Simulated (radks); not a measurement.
Question: These are the eigenvalues of the occupied orbitals of an atom or ion with whole-number occupations (hartree). All-electron calculation, Dirac Kohn-Sham, relativistic LDA (MacDonald-Vosko exchange, VWN5 correlation), spin-unpolarised, spherical densities, finite nucleus; Fermi nuclear charge, rms radius of each element as measured or else 0.836 A^(1/3) + 0.57 fm. Program: a radial shooting solver on a logarithmic mesh with Libxc functionals.

| orbital | eigenvalue |
|---|---|
| 1s1/2 | -1690.270 |
| 2s1/2 | -416.3001 |

Which element is it, and in what charge state? The configuration may be excited. Open shells, if any, fill j = l - 1/2 first.

Answer: Z = 58, cerium, charge +55: Ce55+ in [He] 2s1. The 1s level, -1690.3 hartree, gives Z - s = 58.1 by -(Z - s)^2/2, which with screening and relativity narrows Z to a few neighbours, and the depths must fix Z and the occupations together.
